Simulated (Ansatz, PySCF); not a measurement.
Te(Et)(NH2) (C₂H₇NTe), SMILES CC[Te]N. Atoms are numbered in the order given.

```xyz
11

Te    -0.1713     0.0595     0.5975
C      1.4911    -0.2868    -0.7644
C      1.3623     0.4677    -2.0705
H      1.5659    -1.3728    -0.9226
H      2.3801     0.0250    -0.1925
H      1.3509     1.5564    -1.9101
H      0.4302     0.1979    -2.5922
H      2.1973     0.2299    -2.7504
N     -1.7362    -0.3400    -0.6526
H     -1.6997    -1.2922    -1.0106
H     -1.7652     0.3100    -1.4354
```
Charge 0, spin multiplicity 1.

Coordinates come from a PBE0-D3(BJ)/def2-SVP optimisation. The structure was generated by enumeration, and PubChem lists no compound with its InChIKey, so it may never have been made. The def2 effective core potentials stand for the cores of Te; spin–orbit coupling is left out. The values are those of a single conformer.

Two levels are set side by side: PBE-D3(BJ)/def2-SVP (Ansatz, a program for electronic structure) and PBE0-D3(BJ)/def2-SVP (Ansatz). Each level has its own optimised geometry; the coordinates shown are those of the second. Frequencies come from the Hessian of PySCF at each geometry. Differences are taken from unrounded values.

| quantity | PBE0-D3(BJ) |
|---|---|
| mean bond length (Å) | 1.328 |
| bond Te1–C2 (Å) | 2.177 |
| bond Te1–N9 (Å) | 2.042 |
| bond C2–C3 (Å) | 1.514 |
| bond C2–H4 (Å) | 1.100 |
| bond C2–H5 (Å) | 1.102 |
| bond C3–H6 (Å) | 1.101 |
| bond C3–H7 (Å) | 1.102 |
| bond C3–H8 (Å) | 1.103 |
| bond N9–H10 (Å) | 1.018 |
| bond N9–H11 (Å) | 1.018 |
| highest harmonic wavenumber (cm⁻¹) | 3659 |
| mean harmonic wavenumber (cm⁻¹) | 1482 |
| zero-point energy (kcal/mol) | 57.22 |

Q: What does PBE-D3(BJ) give, and how far is it from PBE0-D3(BJ)? (Estimate from the structure and the level; the computed values follow.)

A: 
| quantity | PBE-D3(BJ) | PBE-D3(BJ) minus PBE0-D3(BJ) |
|---|---|---|
| mean bond length (Å) | 1.341 | 0.014 |
| bond Te1–C2 (Å) | 2.208 | 0.032 |
| bond Te1–N9 (Å) | 2.076 | 0.034 |
| bond C2–C3 (Å) | 1.521 | 0.007 |
| bond C2–H4 (Å) | 1.108 | 0.008 |
| bond C2–H5 (Å) | 1.110 | 0.008 |
| bond C3–H6 (Å) | 1.109 | 0.008 |
| bond C3–H7 (Å) | 1.110 | 0.009 |
| bond C3–H8 (Å) | 1.111 | 0.008 |
| bond N9–H10 (Å) | 1.029 | 0.011 |
| bond N9–H11 (Å) | 1.029 | 0.011 |
| highest harmonic wavenumber (cm⁻¹) | 3508 | -151 |
| mean harmonic wavenumber (cm⁻¹) | 1432 | -50 |
| zero-point energy (kcal/mol) | 55.28 | -1.94 |

GGA bonds tend to be longer and softer than those of functionals with exact exchange. Differences between two approximate levels are no errors against the true value.
